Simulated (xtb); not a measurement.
H4NSi, doublet, at a GFN2-xTB geometry; GFN1-xTB (xtb 6.7.1).

The xtb input:
```
$ xtb mol.xyz --gfn 1 --uhf 1 --grad --json

# file mol.xyz
6

N      1.07284404    -0.47233394    -0.03757332
Si    -0.46623376     0.17659403     0.02505938
H      1.90814349     0.00985181    -0.32564380
H     -0.91969709    -0.03779712     1.41254787
H     -1.29533293    -0.71428448    -0.80899513
H     -0.67574904     1.57625096    -0.36572701
```

**Question.** What does xtb print? Leave out banner, timings and long lists.

**Answer.** 
```
   ID    Z sym.   atoms
    1    7 N      1
    2   14 Si     2
    3    1 H      3-6

           -------------------------------------------------
          |                Calculation Setup                |
           -------------------------------------------------

           -------------------------------------------------
          |                 G F N 1 - x T B                 |
           -------------------------------------------------

          ...................................................
          :                      SETUP                      :
          :.................................................:
          :  # basis functions                  22          :
          :  # atomic orbitals                  21          :
          :  # shells                           13          :
          :  # electrons                        13          :
          :  # halogen bonds                     0          :
          :  max. iterations                   250          :
          :  Hamiltonian                  GFN1-xTB          :
          :  restarted?                      false          :
          :  GBSA solvation                  false          :
          :  PC potential                    false          :
          :  electronic temp.          300.0000000     K    :
          :  accuracy                    1.0000000          :
          :  -> integral cutoff          0.2500000E+02      :
          :  -> integral neglect         0.1000000E-07      :
          :  -> SCF convergence          0.1000000E-05 Eh   :
          :  -> wf. convergence          0.2000000E-04 e    :
          :  Broyden damping             0.4000000          :
          :  net charge                          0          :
          :  unpaired electrons                  1          :
          ...................................................

 iter      E             dE          RMSdq      gap      omega  full diag
   1     -7.1883667 -0.718837E+01  0.563E+00    5.95       0.0  T
   2     -7.2232078 -0.348411E-01  0.355E+00    7.03       1.0  T
   3     -7.2235940 -0.386221E-03  0.157E+00    6.45       1.0  T
   4     -7.2285914 -0.499733E-02  0.427E-01    6.81       1.0  T
   5     -7.2292142 -0.622785E-03  0.173E-01    6.72       1.0  T
   6     -7.2293528 -0.138606E-03  0.871E-02    6.73       1.0  T
   7     -7.2293996 -0.468491E-04  0.627E-03    6.75       6.5  T
   8     -7.2293998 -0.209177E-06  0.132E-03    6.75      30.9  T
[...]
         :: total energy              -7.164598143791 Eh    ::
[...]
        12                         -0.0611561              -1.6641
        13                         -0.0609196              -1.6577
        14                         -0.0497629              -1.3541
        15                          0.0024272               0.0660
        16                          0.0163132               0.4439
        17                          0.3855615              10.4917
        18                          0.3975130              10.8169
       ...                                ...                  ...
        21                          1.3761510              37.4470
      -------------------------------------------------------------
                  HL-Gap            0.2481022 Eh            6.7512 eV
             Fermi-level           -0.3661112 Eh           -9.9624 eV

  Mulliken/CM5 charges         n(s)   n(p)   n(d)
     1N    -0.36468 -0.60552   1.542  3.823  0.000
     2Si    0.27833  0.06826   1.208  1.847  0.666
     3H     0.22636  0.41963   0.774  0.000  0.000
     4H    -0.03299  0.05303   1.033  0.000  0.000
     5H    -0.03299  0.05303   1.033  0.000  0.000
     6H    -0.07403  0.01158   1.074  0.000  0.000

Wiberg/Mayer (AO) data.
largest (>0.10) Wiberg bond orders for each atom

 ---------------------------------------------------------------------------
     #   Z sym  total        # sym  WBO       # sym  WBO       # sym  WBO
 ---------------------------------------------------------------------------
     1   7 N    2.738 --     2 Si   1.636     3 H    0.909
     2  14 Si   4.359 --     1 N    1.636     6 H    0.936     4 H    0.873
                             5 H    0.873
     3   1 H    0.952 --     1 N    0.909
     4   1 H    0.989 --     2 Si   0.873
     5   1 H    0.989 --     2 Si   0.873
     6   1 H    0.990 --     2 Si   0.936
 ---------------------------------------------------------------------------

Topologies differ in total number of bonds
Writing topology from bond orders to xtbtopo.mol

 dipole moment from electron density (au)
     X       Y       Z
   0.0753   0.5858  -0.1911  total (Debye):    1.578

           -------------------------------------------------
          | TOTAL ENERGY               -7.164598143791 Eh   |
          | GRADIENT NORM               0.025058567861 Eh/α |
          | HOMO-LUMO GAP               6.751204947560 eV   |
           -------------------------------------------------

normal termination of xtb
```
